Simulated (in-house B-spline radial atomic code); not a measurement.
Zn⁺. Computed with a B-spline radial atomic code. Model: non-relativistic spherical atom: semilocal Troullier-Martins pseudo-atom, one channel per l, against all electrons, high spin, G0W0 and RPA with empty states to l = 8, local potential for every l without a channel, a model core (radius 0 = none) keeps its share of the functional.

What the tables leave out is listed at the end.

The pseudopotential gives back the lowest level of each angular momentum of its own functional in the configuration it was made in; a second state of the same l is only approximately right. Exact exchange, RPA and GW see the smooth pseudo-orbitals and miss the exchange with the core, for which the functional's share stands in. The column with an uncorrelated core keeps all orbitals and exact exchange, and so separates missing core correlation from pseudisation. Only the three outermost levels and the lowest empty one were computed. RPA here is direct RPA, with no exchange kernel, and its energies carry an (l + 1/2)⁻⁴ tail. A hybrid on a potential with a model core restores only its own semilocal share of the core's exchange.

Command:
```bash
python run_psgw.py task.json out
```
Settings (lengths in bohr, energies in hartree):
```
Z                      30
electrons              29
configuration          [Ar] 3d10 4s1
generated_in           [Ar] 3d10 4s2
functional             pbe,pbe
core_shells            4
radius_factor          1.15
core_correction        False
ion_configuration      [Ar] 3d10
```

Cost of the run: 28 s on 1 thread of Intel(R) Xeon(R) 6975P-C (Granite Rapids), with other jobs on the host.

Given: made with PBE; model core radius 0 bohr; local radius 0.953 bohr; mean-field start PBE.

Valence shells of the generating configuration: 3p, 3d, 4s.

Channel: s 2.464, p 0.686, d 1.939 (radii in bohr).

Computed: largest level miss in the spin-unpolarised generating configuration 0 eV; valence RPA correlation energy pseudo -1.2674 hartree; all-electron RPA polarisability, core included 13.603 bohr³; pseudo-atom RPA polarisability 13.567 bohr³; ionisation by mean-field all-electron 18.373 eV; ionisation by mean-field pseudo minus all 0.019 eV; ionisation by RPA pseudo minus all 1.443 eV.

```
          level  occupied  mean-field all-electron (eV)  mean-field pseudo minus all (eV)  G0W0 all-electron (eV)  G0W0 uncorrelated core minus all (eV)  G0W0 pseudo minus all (eV)  exchange self-energy all-electron (eV)  exchange self-energy pseudo (eV)
          4s up         1                       -14.226                             0.013                 -18.383                                 -0.066                      -1.057                                 -13.346                           -14.166
4s down (empty)         0                       -13.031                            -0.039                 -9.4789                                 -0.062                      -1.082                                 -3.1932                           -4.0998
```

Task: What is the valence RPA correlation energy all-electron orbitals?

Result: -1.2497 hartree.

Task: What is the ionisation by RPA all-electron?

Result: 18.242 eV.

Given: mean-field start PBE0.

Computed: valence RPA correlation energy all-electron orbitals -1.1927 hartree; valence RPA correlation energy pseudo -1.223 hartree; pseudo-atom RPA polarisability 11.134 bohr³; ionisation by mean-field all-electron 17.99 eV; ionisation by mean-field pseudo minus all 0.511 eV; ionisation by RPA pseudo minus all 1.539 eV.

```csv
level,occupied,mean-field all-electron (eV),mean-field pseudo minus all (eV),G0W0 all-electron (eV),G0W0 uncorrelated core minus all (eV),G0W0 pseudo minus all (eV),exchange self-energy all-electron (eV),exchange self-energy pseudo (eV)
4s up,1,-14.972,-0.407,-18.229,-0.062,-1.288,-13.086,-14.69
3d down,1,-22.777,0.467,-27.905,0.095,1.505,-52.383,-41.079
4s down (empty),0,-11.606,-0.389,-9.2215,-0.055,-1.03,-2.8604,-4.1393
```

Task: What is the all-electron RPA polarisability, core included?

Result: 12.026 bohr³.

Task: What is the ionisation by RPA all-electron?

Result: 18.107 eV.

Given: mean-field start Hartree-Fock.

Computed: valence RPA correlation energy pseudo -1.1144 hartree; all-electron RPA polarisability, core included 9.6963 bohr³; ionisation by mean-field all-electron 16.569 eV; ionisation by mean-field pseudo minus all 2.056 eV; ionisation by RPA all-electron 17.756 eV; ionisation by RPA pseudo minus all 1.713 eV.

```tsv
level	occupied	mean-field all-electron (eV)	mean-field pseudo minus all (eV)	G0W0 all-electron (eV)	G0W0 uncorrelated core minus all (eV)	G0W0 pseudo minus all (eV)	exchange self-energy all-electron (eV)	exchange self-energy pseudo (eV)
4s up	1	-16.672	-2.182	-17.768	-0.047	-1.74	-12.126	-16.494
3d down	?	?	?	?	?	?	?	?
3d up	1	-30.616	1.989	-28.647	0.097	1.22	-52.635	-41.489
4s down (empty)	0	-7.368	-1.002	-8.7114	-0.031	-0.861	-1.7496	-3.8524
```

Task: What belongs in the row 3d down?

Result: occupied: 1; mean-field all-electron (eV): -30.597; mean-field pseudo minus all (eV): 2.448; G0W0 all-electron (eV): -28.563; G0W0 uncorrelated core minus all (eV): 0.098; G0W0 pseudo minus all (eV): 1.538; exchange self-energy all-electron (eV): -52.986; exchange self-energy pseudo (eV): -41.251.

Task: What is the pseudo-atom RPA polarisability?

Result: 7.0763 bohr³.

Task: What is the valence RPA correlation energy all-electron orbitals?

Result: -1.059 hartree.

Among the listed levels the largest G0W0 shift of the pseudo-atom is -1.74 eV, for 4s up on the Hartree-Fock start, while leaving the core uncorrelated moves that level by -0.05 eV. So pseudisation and the lost core exchange, not the missing core correlation, make the error. Not in the tables (levels of low weight, unsolved or above zero; the highest and the empty levels are kept at any weight): on PBE the G0W0 levels 3d down (pseudo minus all +1.59 eV, weights 0.67 and 0.64), 3d up (pseudo minus all +1.06 eV, weights 0.61 and -0.73); on PBE0 the G0W0 levels 3d up (pseudo minus all +1.20 eV, weights 0.68 and 0.58).
